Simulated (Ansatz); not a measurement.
Input for Ansatz (an electronic-structure program): U-HF/def2-TZVPP on AsH2 (SMILES [AsH2]), 2S+1 = 2, atoms moved off the minimum.

Ansatz 0.2 input:
```yaml
crystal:
  periodic: [false, false, false]
  atoms:
    - {symbol: As, position_ang: [-0.02740176, 0.05463962, -0.01121482]}
    - {symbol: H, position_ang: [-1.11670528, -1.13323499, -0.05109273]}
    - {symbol: H, position_ang: [0.97805197, -1.07403310, -0.04557713]}
basis:
  gaussian:
    orbitals: def2-TZVPP
hamiltonian:
  xc: {name: HF}
magnetization: {spin_polarized: true, initial_magnetization: 1}
output: {forces: true}
```

Predict the final total energy.

-2235.3378 hartree.
